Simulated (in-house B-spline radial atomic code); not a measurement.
The numbers below are computed, except where a source is named.
## C6 from the polarisability at imaginary frequency: P3+

wB97X linear response of the closed shell [Ne] 3s2, from an all-electron radial atomic-structure program (B-spline basis); scalar-relativistic (spin-free one-electron X2C), finite nucleus, no spin-orbit coupling.

The dispersion coefficient of two like species is C6 = (3/π) ∫ α(iu)² du from 0 to ∞.

| u (hartree) | α(iu) (bohr³) |
| --- | --- |
| 0 | 6.588 |
| 0.24 | 5.322 |
| 0.56 | 2.92 |
| 0.96 | 1.473 |
| 1.6 | 0.6917 |
| 2.4 | 0.3828 |
| 3.6 | 0.2214 |
| 5.6 | 0.1264 |
| 8 | 0.07967 |
| 12 | 0.04501 |
| 20 | 0.0201 |
| 40 | 0.005955 |

Fit one oscillator, α(iu) = α(0)/(1 + u²/ω²), through u = 0.56 and estimate C6.

From α(0)/α(iu) − 1 = 6.588/2.92 − 1 = 1.2562, ω = u/√1.2562 = 0.4996 hartree (13.6 eV). London's formula gives C6 = (3/4) α(0)² ω = 0.75 × 6.588² × 0.4996 = 16.26 hartree·bohr⁶, and the oscillator holds f = α(0) ω² = 1.64 electrons, of a sum of oscillator strengths of 12.0.

How does that compare with the full integral?

The program's quadrature over all excitations gives C6 = 16.54, so the single oscillator is off by -1.7 %. At the last point the fit gives α = 0.00103 against 0.00596: higher excitations, and deeper shells where there are any, keep the true curve higher at large u.
